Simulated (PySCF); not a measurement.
These are PBE-D3(BJ)/def2-TZVP // PBE0-D4/def2-TZVP in PySCF values and carry that method's errors. Gas-phase values, no solvent. One relaxed conformer stands for a flexible species; it need not be the lowest. Excitations are Tamm–Dancoff values on a coarser integration grid. The basis has no diffuse functions, so Rydberg states are missing or too high.

Reference species (SMILES): `O=C([SiH2]O)C` (O–C–Si–O torsion 0°, C–Si–O–H torsion 0°) (neutral, multiplicity 1).

- LUMO: -2.50 eV
- HOMO: -5.77 eV
- S1 oscillator strength: 0.002
- S1–T1 gap (TDA): 0.73 eV

After one change: the LUMO goes up by 1.47 eV; the HOMO falls by 0.02 eV; the S1 oscillator strength stays essentially unchanged; the S1–T1 gap (TDA) falls by 0.41 eV.

Problem. Name the change that produced these shifts. The new species is one of these.
A. `O[SiH2]O[SiH3]` (H–O–Si–O torsion 72°, O–Si–O–Si torsion 68°)
B. `O[SiH2][SiH3]` (H–O–Si–Si torsion 59°)
C. `CS[SiH2]O` (C–S–Si–O torsion 152°, S–Si–O–H torsion -50°)
D. `O[SiH2]C1CC1` (H–O–Si–C torsion 56°, O–Si–C–C torsion -156°)

Solution. C, `CS[SiH2]O` (C–S–Si–O torsion 152°, S–Si–O–H torsion -50°)
